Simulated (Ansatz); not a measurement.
Consider the redistribution: `OC[SiH](O)[SiH3]` + `CB1C=C1` → `C[SiH](O)[SiH3]` + `OCB1C=C1`.

Calculated with Ansatz (gas phase, PBE0-D4/def2-TZVP geometries, no zero-point term in ΔE). CBS: MP2 limit from def2 TZ/QZ plus the TZ coupled-cluster correction, frozen cores. DFT in def2-TZVPP. One conformer a species, not always the lowest.

Problem. Is it downhill or uphill in electronic energy at CCSD(T)/CBS, and by how much? (Best estimate.)

Solution. The calculation gave: Downhill: ΔE = -9.8 kJ/mol.

Problem. What do these levels give: r2SCAN-D4, PBE0-D4, B2PLYP, HF/def2-QZVPP, SCS-MP2/def2-QZVPP, MP2/CBS(def2)? (Best estimate.)

Solution. The calculation gave: r2SCAN-D4 -7.8, PBE0-D4 -9.0, B2PLYP -9.9, HF/def2-QZVPP -14.3, SCS-MP2/def2-QZVPP -10.8, MP2/CBS(def2) -10.5 kJ/mol.

Largest T1 diagnostic among the species: 0.012.

In def2-TZVPP, CCSD(T) changes the Hartree–Fock value by +4.2 kJ/mol (the triples alone add +1.0 kJ/mol) and MP2 by +3.5 kJ/mol.
